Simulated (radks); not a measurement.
Sr, 38 electrons, occupied as [Ar] 3d10 4s2 4p5.5 5s2 5p0.5 (fractional occupations, a model configuration).

All-electron calculation, scalar-relativistic Kohn-Sham, LDA (Slater exchange, Perdew-Wang correlation), spin-unpolarised, spherical densities, finite nucleus; Fermi nuclear charge, rms radius 4.224 fm. Program: a radial shooting solver on a logarithmic mesh with Libxc functionals.

Energy parts (eV):
part                       energy
total                  -86406.118
kinetic                 88578.279
electron-nucleus      -208064.679
Hartree                 35829.543
exchange-correlation    -2749.263

Orbitals (lengths in bohr, moments of r in powers of bohr):
orbital  occ.  eigenvalue (eV)     <r^2>   <1/r>
1s          2        -15916.74  0.002072   38.95
2s          2        -2159.204   0.03516   8.691
2p          6        -1920.742   0.02769   8.492
3s          2        -336.6922    0.2791   2.914
3p          6        -259.7395    0.2910   2.761
3d         10        -132.2169    0.3029   2.508
4s          2         -44.1734     2.053   1.003
4p        5.5         -25.8378     2.739  0.8640
5s          2          -4.5336     18.26  0.3200
5p        0.5          -1.8502     33.02  0.2369

The highest occupied level is 5p at -1.850 eV. The electron density at the nucleus is 6.17e+04 e/bohr^3 (large components only). The density falls to 0.001 e/bohr^3 at r = 5.40 bohr.
